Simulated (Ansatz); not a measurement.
(1) Predict a relaxed structure of LaCl₃, charge 0, singlet, at PBE-D4/def2-SVP (Ansatz).

Results:

(1) 
```
atom   x (Å)   y (Å)   z (Å)
 La1   0.354   0.249  -0.004
 Cl2   1.071  -1.793  -1.457
 Cl3  -1.451   1.796  -1.073
 Cl4   0.027  -0.253   2.534
```
Point group C3v (tolerance 0.1 Å). The metal has 3 neighbours: Cl 2.61 Å, Cl 2.61 Å, Cl 2.61 Å. This is one stationary point.

In the def2 sets La takes a core potential; there is no spin–orbit coupling.
